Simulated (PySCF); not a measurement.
# Excitation energy of Ni⁺ by level of theory

Ni⁺ [Ar] 3d9 (2D) → Ni⁺ [Ar] 3d8 4s1, s spin flipped, as a difference of total energies. Computed with PySCF 2.14 in def2-TZVPPD, with no relativity, point nucleus. Correlated levels: valence: [Ar] frozen. The calculations carry no spin-orbit coupling.

```csv
method,excitation energy (eV)
UHF,-0.311
MP2 (valence),2.135
SCS-MP2 (valence),1.890
```

Problem. How much does correlation contribute at MP2 (valence)?

Solution. 2.135 − (-0.311) = 2.446 eV, measured against UHF.

The upper determinant mixes two multiplicities, so it lies between the two terms.
